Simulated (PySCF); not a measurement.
A structure optimised at PBE-D3(BJ)/def2-TZVP, used in a PySCF frequency run:

```xyz
3

Sc     0.0000     0.0000     0.5698
O      0.0000     0.0000    -1.2223
H      0.0000     0.0000    -2.1877
```
Charge 0, spin multiplicity 1.

Problem. Write its SMILES, formula and point group.

Solution. [OH][Sc], HOSc, C∞v

Problem. What are its rotational constants (standard atomic weights)?

Solution. 11.730 GHz (linear rotor, B only)
